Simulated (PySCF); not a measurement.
Al(GeH3)2(H) (AlGe2H7), SMILES [GeH3][AlH][GeH3].

Coordinates come from a r2SCAN-D4/def2-SVP optimisation. The structure was generated by enumeration; whether it is a known compound was not checked.

Two levels are set side by side: PBE/def2-TZVP (PySCF) and M06-2X/def2-TZVP (PySCF). Same geometry, gas phase. Differences are taken from unrounded values.

```tsv
quantity	M06-2X
orbital gap (eV)	6.39
highest occupied level (eV)	-8.18
lowest empty level (eV)	-1.79
dipole moment (D)	0.44
mean polarisability (bohr³)	102.3
```

### Question
What does PBE give, and how far is it from M06-2X? (An estimate is asked for; the answer gives what the named calculation found.)

### Answer

```
quantity                       PBE  PBE minus M06-2X
---------------------------  -----  ----------------
orbital gap (eV)              3.24             -3.15
highest occupied level (eV)  -6.33              1.85
lowest empty level (eV)      -3.09             -1.30
dipole moment (D)             0.36             -0.08
mean polarisability (bohr³)  105.7               3.4
```

PBE's occupied levels lie high since its potential decays too fast outside the molecule; exact exchange lowers them and widens the gap. PBE's more diffuse valence density responds more strongly to a field. Differences between two approximate levels are no errors against the true value.

Rough cost on one machine, each run with all the roots and properties that it gave: M06-2X against PBE about 3 times.
